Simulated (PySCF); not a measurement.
Structure problem from calculated spectra and properties.

Formula: C6H5BO2.

| Item | Value |
| --- | --- |
| NMR, other nuclei | isotropic shieldings of nuclei other than C and H, by class: 73 (1 B), 111 (2 O) ppm [GIAO B97-2/pcSseg-2] |
| Dipole | 1.16 D [B97-2/pcSseg-2] |
| 1H NMR | chemical shifts (computed TMS as zero) by class: 7.52 (2 H), 7.41 (2 H), 5.02 (1 H) ppm [GIAO B97-2/pcSseg-2] |
| Rotational structure | rotational constants A, B, C: 3.915, 1.707, 1.189 GHz [PBE0-D3(BJ)/def2-TZVP] |
| 13C NMR | chemical shifts (computed TMS as zero) by class: 156.4 (2 C), 129.2 (2 C), 118.6 (2 C) ppm [GIAO B97-2/pcSseg-2] |

Gas-phase values; electronic properties from PySCF, density fitting. Levels stand in brackets. Isolated species at its PBE0-D3(BJ)/def2-TZVP geometry, gas phase. Each NMR value is the plain mean over a class of atoms that symmetry, rotation or inversion makes alike.

Question: Propose a structure and show how it fits.

Answer: Numbering: `[BH:1]1[O:2][c:3]2[cH:4][cH:5][cH:6][cH:7][c:8]2[O:9]1`. 6 carbons fall into 3 classes; from least to most shielded: aromatic carbon bearing oxygen [C3/C8] (156.4 ppm, 2 C), aromatic CH carbon [C5/C6] (129.2 ppm, 2 C), aromatic CH carbon [C4/C7] (118.6 ppm, 2 C). Hydrogen classes from least to most shielded: 2 H on 2 aromatic CH carbons, C4/C7 (7.52 ppm), 2 H on 2 aromatic CH carbons, C5/C6 (7.41 ppm), 1 H on a ring boron, B1 (5.02 ppm). The other shieldings belong to: 73 ppm, ring boron [B1]; 111 ppm, ring oxygen [O2/O9]. The optimised geometry has point group C2v and is an asymmetric top. Structure: `B1Oc2ccccc2O1`. The assignments are read from this structure; whether some other isomer fits the data as well wasn't checked.
